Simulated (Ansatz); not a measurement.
Ansatz (a first-principles code) input (B3LYP-D3(BJ)/def2-TZVP):

Ansatz 0.2 input:
```yaml
crystal:
  periodic: [false, false, false]
  atoms:
    - {symbol: B, position_ang: [0.30500673, 0.21188068, -0.03947861]}
    - {symbol: F, position_ang: [0.43299303, 1.63106047, 0.24318885]}
    - {symbol: N, position_ang: [1.28776211, -0.70408655, 0.00935054]}
    - {symbol: N, position_ang: [-1.10885812, -0.08648835, -0.40444040]}
    - {symbol: H, position_ang: [2.21811798, -0.34255243, 0.22366207]}
    - {symbol: H, position_ang: [-1.77518562, 0.46238410, 0.12425386]}
    - {symbol: H, position_ang: [-1.33043963, -1.06630105, -0.29994620]}
basis:
  gaussian:
    orbitals: def2-TZVP
hamiltonian:
  xc: b3lyp
  dispersion: d3bj
total_charge: -1
relax: {f_tol: 0.002, max_steps: 150}
```

Output:

```
Functional definition: B3LYP
integrals: 0.04 GiB planned
767 factors; their error is unknown
mean field: 0.48 GiB planned
mean field evaluation 1: about -6419.7930 eV, gradient 6.7e1 eV
mean field evaluation 2: about -6389.5052 eV, gradient 1.3e2 eV
mean field evaluation 4: about -6428.2456 eV, gradient 1.2e1 eV
mean field evaluation 8: about -6428.5094 eV, gradient 1.8e-1 eV
mean field evaluation 16: about -6428.5183 eV, gradient 6.9e-5 eV
mean field -6428.51832398 eV, -236.2436909999 hartree, gradient 1.4e-5 eV, S^2 0.000000; 0 other end points of the search recorded, 0 dependent functions left out
the calculation of the forces begins
reference -6428.51856243 eV, -236.2436997629 hartree; 16, 16 occupied and 126, 126 virtual orbitals, 767 factors
relax step   1: F+E_penalty+E_count = -6428.67653816 eV  Δ(F+E_penalty+E_count) = +0.000e0 eV  max|allowed force component| = 8.113e-1 eV/Å  Δτ_max = 0.0000 Å  (28 SCF iters, accepted)
these checks for a lower state are left out or cut short: starts, cluster_reference, orbital_swaps, neighbouring_geometries, increment
integrals: 0.04 GiB planned
767 factors; their error is unknown
mean field: 0.48 GiB planned
mean field -6428.53131671 eV, -236.2441684740 hartree, gradient 1.9e-5 eV, S^2 0.000000; 0 other end points of the search recorded, 0 dependent functions left out
the calculation of the forces begins
reference -6428.53155510 eV, -236.2441772349 hartree; 16, 16 occupied and 126, 126 virtual orbitals, 767 factors
relax step   2: F+E_penalty+E_count = -6428.68938293 eV  Δ(F+E_penalty+E_count) = -1.284e-2 eV  max|allowed force component| = 5.492e-1 eV/Å  Δτ_max = 0.0193 Å  (31 SCF iters, accepted)
these checks for a lower state are left out or cut short: starts, cluster_reference, orbital_swaps, neighbouring_geometries, increment
integrals: 0.04 GiB planned
767 factors; their error is unknown
mean field: 0.48 GiB planned
mean field evaluation 32: about -6428.5358 eV, gradient 1.9e-5 eV
mean field -6428.53582169 eV, -236.2443340291 hartree, gradient 1.9e-5 eV, S^2 0.000000; 0 other end points of the search recorded, 0 dependent functions left out
the calculation of the forces begins
reference -6428.53606005 eV, -236.2443427887 hartree; 16, 16 occupied and 126, 126 virtual orbitals, 767 factors
relax step   3: F+E_penalty+E_count = -6428.69389106 eV  Δ(F+E_penalty+E_count) = -4.508e-3 eV  max|allowed force component| = 2.140e-1 eV/Å  Δτ_max = 0.0204 Å  (31 SCF iters, accepted)
these checks for a lower state are left out or cut short: starts, cluster_reference, orbital_swaps, neighbouring_geometries, increment
integrals: 0.04 GiB planned
767 factors; their error is unknown
mean field: 0.48 GiB planned
mean field -6428.53910333 eV, -236.2444546272 hartree, gradient 1.9e-5 eV, S^2 0.000000; 0 other end points of the search recorded, 0 dependent functions left out
the calculation of the forces begins
reference -6428.53934198 eV, -236.2444633973 hartree; 16, 16 occupied and 126, 126 virtual orbitals, 767 factors
relax step   4: F+E_penalty+E_count = -6428.69726203 eV  Δ(F+E_penalty+E_count) = -3.371e-3 eV  max|allowed force component| = 1.315e-1 eV/Å  Δτ_max = 0.0219 Å  (31 SCF iters, accepted)
these checks for a lower state are left out or cut short: starts, cluster_reference, orbital_swaps, neighbouring_geometries, increment
integrals: 0.04 GiB planned
767 factors; their error is unknown
mean field: 0.48 GiB planned
mean field -6428.53953952 eV, -236.2444706566 hartree, gradient 1.9e-5 eV, S^2 0.000000; 0 other end points of the search recorded, 0 dependent functions left out
the calculation of the forces begins
reference -6428.53977820 eV, -236.2444794279 hartree; 16, 16 occupied and 126, 126 virtual orbitals, 767 factors
relax step   5: F+E_penalty+E_count = -6428.69775814 eV  Δ(F+E_penalty+E_count) = -4.961e-4 eV  max|allowed force component| = 4.767e-2 eV/Å  Δτ_max = 0.0046 Å  (32 SCF iters, accepted)
these checks for a lower state are left out or cut short: starts, cluster_reference, orbital_swaps, neighbouring_geometries, increment
integrals: 0.04 GiB planned
767 factors; their error is unknown
mean field: 0.48 GiB planned
mean field -6428.53964158 eV, -236.2444744074 hartree, gradient 1.9e-5 eV, S^2 0.000000; 0 other end points of the search recorded, 0 dependent functions left out
the calculation of the forces begins
reference -6428.53988026 eV, -236.2444831786 hartree; 16, 16 occupied and 126, 126 virtual orbitals, 767 factors
relax step   6: F+E_penalty+E_count = -6428.69788187 eV  Δ(F+E_penalty+E_count) = -1.237e-4 eV  max|allowed force component| = 9.512e-3 eV/Å  Δτ_max = 0.0030 Å  (33 SCF iters, accepted)
these checks for a lower state are left out or cut short: starts, cluster_reference, orbital_swaps, neighbouring_geometries, increment
integrals: 0.04 GiB planned
767 factors; their error is unknown
mean field: 0.48 GiB planned
mean field -6428.53963217 eV, -236.2444740616 hartree, gradient 1.9e-5 eV, S^2 0.000000; 0 other end points of the search recorded, 0 dependent functions left out
the calculation of the forces begins
reference -6428.53987081 eV, -236.2444828313 hartree; 16, 16 occupied and 126, 126 virtual orbitals, 767 factors
relax step   7: F+E_penalty+E_count = -6428.69786992 eV  Δ(F+E_penalty+E_count) = +1.195e-5 eV  max|allowed force component| = 3.957e-2 eV/Å  Δτ_max = 0.0029 Å  (33 SCF iters, rejected (line search))
these checks for a lower state are left out or cut short: starts, cluster_reference, orbital_swaps, neighbouring_geometries, increment
integrals: 0.04 GiB planned
767 factors; their error is unknown
mean field: 0.48 GiB planned
mean field evaluation 64: about -6428.5397 eV, gradient 8.8e-5 eV
mean field -6428.53967319 eV, -236.2444755690 hartree, gradient 1.9e-5 eV, S^2 0.000000; 0 other end points of the search recorded, 0 dependent functions left out
the calculation of the forces begins
reference -6428.53991184 eV, -236.2444843394 hartree; 16, 16 occupied and 126, 126 virtual orbitals, 767 factors
relax step   8: F+E_penalty+E_count = -6428.69790404 eV  Δ(F+E_penalty+E_count) = -2.217e-5 eV  max|allowed force component| = 4.100e-3 eV/Å  Δτ_max = 0.0014 Å  (33 SCF iters, accepted)
these checks for a lower state are left out or cut short: starts, cluster_reference, orbital_swaps, neighbouring_geometries, increment
integrals: 0.04 GiB planned
767 factors; their error is unknown
mean field: 0.48 GiB planned
mean field -6428.53969345 eV, -236.2444763137 hartree, gradient 1.9e-5 eV, S^2 0.000000; 0 other end points of the search recorded, 0 dependent functions left out
the calculation of the forces begins
reference -6428.53993205 eV, -236.2444850818 hartree; 16, 16 occupied and 126, 126 virtual orbitals, 767 factors
relax step   9: F+E_penalty+E_count = -6428.69791091 eV  Δ(F+E_penalty+E_count) = -6.874e-6 eV  max|allowed force component| = 4.960e-3 eV/Å  Δτ_max = 0.0045 Å  (33 SCF iters, accepted)
these checks for a lower state are left out or cut short: starts, cluster_reference, orbital_swaps, neighbouring_geometries, increment
integrals: 0.04 GiB planned
767 factors; their error is unknown
mean field: 0.48 GiB planned
mean field -6428.53969560 eV, -236.2444763925 hartree, gradient 1.9e-5 eV, S^2 0.000000; 0 other end points of the search recorded, 0 dependent functions left out
the calculation of the forces begins
reference -6428.53993419 eV, -236.2444851607 hartree; 16, 16 occupied and 126, 126 virtual orbitals, 767 factors
relax step  10: F+E_penalty+E_count = -6428.69791143 eV  Δ(F+E_penalty+E_count) = -5.151e-7 eV  max|allowed force component| = 8.288e-3 eV/Å  Δτ_max = 0.0023 Å  (33 SCF iters, accepted)
these checks for a lower state are left out or cut short: starts, cluster_reference, orbital_swaps, neighbouring_geometries, increment
integrals: 0.04 GiB planned
767 factors; their error is unknown
mean field: 0.48 GiB planned
mean field -6428.53970552 eV, -236.2444767573 hartree, gradient 1.9e-5 eV, S^2 0.000000; 0 other end points of the search recorded, 0 dependent functions left out
the calculation of the forces begins
reference -6428.53994413 eV, -236.2444855257 hartree; 16, 16 occupied and 126, 126 virtual orbitals, 767 factors
relax step  11: F+E_penalty+E_count = -6428.69791595 eV  Δ(F+E_penalty+E_count) = -4.525e-6 eV  max|allowed force component| = 3.285e-3 eV/Å  Δτ_max = 0.0012 Å  (33 SCF iters, accepted)
these checks for a lower state are left out or cut short: starts, cluster_reference, orbital_swaps, neighbouring_geometries, increment
integrals: 0.04 GiB planned
767 factors; their error is unknown
mean field: 0.48 GiB planned
mean field -6428.53970494 eV, -236.2444767357 hartree, gradient 1.9e-5 eV, S^2 0.000000; 0 other end points of the search recorded, 0 dependent functions left out
the calculation of the forces begins
reference -6428.53994354 eV, -236.2444855041 hartree; 16, 16 occupied and 126, 126 virtual orbitals, 767 factors
relax step  12: F+E_penalty+E_count = -6428.69791569 eV  Δ(F+E_penalty+E_count) = +2.618e-7 eV  max|allowed force component| = 6.041e-3 eV/Å  Δτ_max = 0.0003 Å  (33 SCF iters, rejected (line search))
these checks for a lower state are left out or cut short: starts, cluster_reference, orbital_swaps, neighbouring_geometries, increment
integrals: 0.04 GiB planned
767 factors; their error is unknown
mean field: 0.48 GiB planned
mean field evaluation 96: about -6428.5295 eV, gradient 2.9e-1 eV
mean field -6428.53970526 eV, -236.2444767476 hartree, gradient 1.9e-5 eV, S^2 0.000000; 0 other end points of the search recorded, 0 dependent functions left out
the calculation of the forces begins
reference -6428.53994386 eV, -236.2444855161 hartree; 16, 16 occupied and 126, 126 virtual orbitals, 767 factors
relax step  13: F+E_penalty+E_count = -6428.69791659 eV  Δ(F+E_penalty+E_count) = -6.417e-7 eV  max|allowed force component| = 8.878e-4 eV/Å  Δτ_max = 0.0002 Å  (33 SCF iters, accepted)
integrals: 0.04 GiB planned
767 factors; their error is unknown
mean field: 0.48 GiB planned
mean field -6428.53970526 eV, -236.2444767476 hartree, gradient 1.9e-5 eV, S^2 0.000000; 1 other end points of the search recorded, 0 dependent functions left out
the calculation of the forces begins
reference -6428.53994386 eV, -236.2444855161 hartree; 16, 16 occupied and 126, 126 virtual orbitals, 767 factors
Total energy: -6428.69815520 eV, -236.2502996754 hartree
Atom 0 at     0.307727     0.205768    -0.026070 Å, force     0.000008     0.000719    -0.000888 eV/Å
Atom 1 at     0.443411     1.599697     0.242311 Å, force     0.000255    -0.000507     0.000296 eV/Å
Atom 2 at     1.303084    -0.724395     0.012250 Å, force    -0.000258     0.000586     0.000463 eV/Å
Atom 3 at    -1.106604    -0.080885    -0.382663 Å, force    -0.000054    -0.000239     0.000200 eV/Å
Atom 4 at     2.210132    -0.307575     0.211453 Å, force    -0.000229    -0.000301    -0.000083 eV/Å
Atom 5 at    -1.795877     0.475228     0.104377 Å, force     0.000221    -0.000021     0.000008 eV/Å
Atom 6 at    -1.332477    -1.061942    -0.305067 Å, force     0.000057    -0.000238     0.000004 eV/Å
Dipole moment:    -0.555182     0.396703     0.186624 e Å
```

It need not be the lowest isomer of its formula. Whether it binds its extra electron was not tested at this geometry.
